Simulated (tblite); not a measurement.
Species: C₅H₉NOSi.
Bonds: C1–C2 (triple), C2–Si3, Si3–C4, C4–N5, N5–C6, C6–C7, C6–O8 (double). Hydrogens: H9 on C1; H10, H11 on Si3; H12, H13 on C4; H14 on N5; H15, H16, H17 on C7.

Computed with GFN2-xTB (tblite), gas phase: L-BFGS steps from a force-field or distance-geometry start until the largest atomic force falls under 0.01 eV/Å.

Step 44: E = -651.4487 eV
```
atom  x, y, z in Å  |  force x, y, z in eV/Å
C1     -2.7855    2.3578   -0.9054    0.049  -0.021  -0.018
C2     -2.2986    1.3263   -0.5269    0.019   0.049  -0.013
Si3    -1.7002   -0.1950    0.3305   -0.121   0.107   0.127
C4     -0.4788   -1.3911   -0.5478   -0.076   0.005   0.033
N5      0.8877   -1.1483   -0.1602    0.063  -0.017   0.046
C6      1.2518    0.0809    0.2065    0.052   0.152  -0.046
C7      2.7038    0.2852    0.5720    0.052  -0.007   0.023
O8      0.4282    0.9870    0.2355    0.095  -0.016   0.055
H9     -3.1824    3.2652   -1.2633    0.012  -0.041  -0.041
H10    -1.3431    0.0430    1.7260    0.006  -0.056   0.073
H11    -2.9295   -1.0400    0.3784    0.059   0.015  -0.031
H12    -0.7358   -2.4092   -0.2730    0.003  -0.140  -0.019
H13    -0.5673   -1.3031   -1.6310   -0.030  -0.017  -0.118
H14     1.5433   -1.9124   -0.1577    0.039   0.004  -0.062
H15     2.7571    0.6993    1.5777   -0.012  -0.021  -0.020
H16     3.1681    1.0067   -0.0991   -0.134   0.011  -0.018
H17     3.2742   -0.6403    0.5277   -0.077  -0.006   0.030
```

Step 45: E = -651.4538 eV
```
atom  x, y, z in Å  |  force x, y, z in eV/Å
C1     -2.7790    2.3545   -0.9081    0.041  -0.023  -0.022
C2     -2.2795    1.3325   -0.5217   -0.025   0.053  -0.031
Si3    -1.6958   -0.1891    0.3388   -0.028   0.049   0.103
C4     -0.4815   -1.3898   -0.5470   -0.019   0.006   0.053
N5      0.8865   -1.1543   -0.1559    0.051  -0.005   0.037
C6      1.2505    0.0742    0.2135    0.034   0.142  -0.084
C7      2.7013    0.2845    0.5716    0.032   0.012   0.018
O8      0.4260    0.9794    0.2499    0.068  -0.017   0.071
H9     -3.1863    3.2523   -1.2743    0.005   0.014  -0.055
H10    -1.3481    0.0472    1.7365    0.010  -0.065   0.075
H11    -2.9210   -1.0355    0.3742    0.006   0.006  -0.017
H12    -0.7427   -2.4072   -0.2709    0.002  -0.125  -0.051
H13    -0.5620   -1.2978   -1.6315   -0.065  -0.032  -0.076
H14     1.5474   -1.9148   -0.1851    0.011   0.040  -0.041
H15     2.7537    0.7052    1.5737    0.007  -0.048   0.024
H16     3.1548    1.0133   -0.0994   -0.104  -0.038  -0.040
H17     3.2685   -0.6426    0.5259   -0.027   0.031   0.034
```

Step 46: E = -651.4566 eV
```
atom  x, y, z in Å  |  force x, y, z in eV/Å
C1     -2.7756    2.3532   -0.9114    0.000   0.051  -0.051
C2     -2.2716    1.3361   -0.5214    0.018  -0.057   0.020
Si3    -1.6933   -0.1835    0.3464    0.039   0.004   0.055
C4     -0.4831   -1.3897   -0.5458    0.018  -0.010   0.042
N5      0.8881   -1.1599   -0.1548    0.008   0.017   0.017
C6      1.2522    0.0686    0.2160   -0.025   0.129  -0.067
C7      2.7012    0.2847    0.5712    0.001   0.014   0.016
O8      0.4259    0.9725    0.2616    0.062  -0.035   0.062
H9     -3.1874    3.2459   -1.2816   -0.006   0.054  -0.071
H10    -1.3534    0.0493    1.7467    0.014  -0.063   0.065
H11    -2.9165   -1.0304    0.3728   -0.025  -0.001  -0.008
H12    -0.7461   -2.4094   -0.2729    0.009  -0.063  -0.066
H13    -0.5622   -1.2931   -1.6323   -0.070  -0.039   0.000
H14     1.5517   -1.9183   -0.2021   -0.016   0.069  -0.032
H15     2.7510    0.7091    1.5710    0.017  -0.053   0.057
H16     3.1439    1.0184   -0.1004   -0.058  -0.052  -0.062
H17     3.2683   -0.6415    0.5270    0.014   0.037   0.024
```

Task: Estimate the geometry and energy of step 47. (The exact step hangs on the optimiser's Hessian estimate; all steps are aligned on step 46, rigid shifts and turns removed.)

Result: E = -651.4585 eV, largest force 0.097 eV/Å
```
atom  x, y, z in Å  |  force x, y, z in eV/Å
C1     -2.7703    2.3519   -0.9134    0.009   0.025  -0.041
C2     -2.2646    1.3365   -0.5202   -0.013  -0.016   0.013
Si3    -1.6928   -0.1820    0.3536    0.066  -0.036   0.016
C4     -0.4849   -1.3899   -0.5449    0.032  -0.017   0.023
N5      0.8882   -1.1629   -0.1534   -0.032   0.055  -0.002
C6      1.2539    0.0667    0.2151   -0.023   0.025  -0.039
C7      2.7010    0.2862    0.5710   -0.012   0.013   0.008
O8      0.4284    0.9691    0.2654   -0.023   0.039   0.059
H9     -3.1846    3.2427   -1.2868    0.005   0.042  -0.067
H10    -1.3573    0.0480    1.7558    0.019  -0.061   0.051
H11    -2.9159   -1.0292    0.3718   -0.031   0.004   0.002
H12    -0.7485   -2.4125   -0.2777    0.021  -0.014  -0.067
H13    -0.5652   -1.2885   -1.6329   -0.062  -0.039   0.063
H14     1.5520   -1.9197   -0.2100   -0.001   0.053  -0.030
H15     2.7488    0.7120    1.5699    0.018  -0.044   0.065
H16     3.1353    1.0217   -0.1030   -0.017  -0.050  -0.065
H17     3.2696   -0.6381    0.5295    0.043   0.020   0.009
```

The energy changes by -0.0019 eV. The first-order estimate −F·Δx gives -0.0028 eV and the mean of the old and new forces, exact on a quadratic surface, -0.0019 eV. The step makes an angle of 70° with the force vector and moves no atom by more than 0.010 Å.

What follows is the cost of the whole relaxation. Time: 1.6 s. Hardware: one thread, Arm Neoverse N1 (aarch64), no GPU, on a shared host.
